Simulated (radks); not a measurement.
Results of a calculation; reference values are marked as such.
Trend from Sc2+ to Zn2+: ionisation energy by Delta-SCF between NIST ground configurations, and size. Code: a radial shooting solver on a logarithmic mesh with Libxc functionals. Model: scalar-relativistic Kohn-Sham, BLYP, spin-polarised, spherical densities, point nucleus; open shells are filled with parallel spins first.

| species | configuration | configuration of the ion | IE (eV) | NIST (eV) | kind | outermost | <r> outermost (bohr) | r at 0.001 e/bohr^3 (bohr) |
|---|---|---|---|---|---|---|---|---|
| Sc2+ | [Ar] 3d1 | [Ar] | 25.065 | 24.757 | exp. | 3d | 1.57 | 3.12 |
| Ti2+ | [Ar] 3d2 | [Ar] 3d1 | 27.512 | 27.492 | exp. | 3d | 1.43 | 3.15 |
| V2+ | [Ar] 3d3 | [Ar] 3d2 | 29.785 | 29.311 | exp. | 3d | 1.31 | 3.14 |
| Cr2+ | [Ar] 3d4 | [Ar] 3d3 | 31.925 | 30.96 | exp. | 3d | 1.21 | 3.10 |
| Mn2+ | [Ar] 3d5 | [Ar] 3d4 | 33.959 | 33.67 | exp. | 3d | 1.13 | 3.06 |
| Fe2+ | [Ar] 3d6 | [Ar] 3d5 | 31.312 | 30.65 | exp. | 3d | 1.13 | 3.05 |
| Co2+ | [Ar] 3d7 | [Ar] 3d6 | 33.674 | 33.5 | semi-emp. | 3d | 1.05 | 3.02 |
| Ni2+ | [Ar] 3d8 | [Ar] 3d7 | 35.950 | 35.19 | exp. | 3d | 0.986 | 2.98 |
| Cu2+ | [Ar] 3d9 | [Ar] 3d8 | 38.141 | 36.84 | exp. | 3d | 0.931 | 2.94 |
| Zn2+ | [Ar] 3d10 | [Ar] 3d9 | 40.253 | 39.723 | exp. | 3d | 0.882 | 2.90 |

Reference values: NIST Atomic Spectra Database (exp. = measured, semi-emp. = semi-empirical, theory = theoretical value adopted there). Open shells are spherical and high-spin; term and fine-structure splittings are not resolved.
